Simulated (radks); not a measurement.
The numbers below are computed, except where a source is named.
Q: These are the eigenvalues of the occupied orbitals of an atom or ion with whole-number occupations (eV). Code: a radial shooting solver on a logarithmic mesh with Libxc functionals. Model: scalar-relativistic Kohn-Sham, LDA (Slater exchange, VWN5 correlation), spin-polarised, spherical densities, finite nucleus; Fermi nuclear charge, rms radius of each element as measured or else 0.836 A^(1/3) + 0.57 fm.

1s: -1512.824
2s: -115.8822
2p: -78.1083
3s: -14.9170

Which element is it, and in what charge state? The configuration may be excited. Open shells, if any, are filled with parallel spins first.

A: Z = 13, aluminium, charge +1: Al+ in [Ne] 3s2. The list shows which subshells hold electrons but not how many an open one holds; the 1s level, -55.595 hartree, gives Z - s = 10.5 by -(Z - s)^2/2, which with screening and relativity narrows Z to a few neighbours, and the depths of the outer levels then fix element, charge and occupations together.
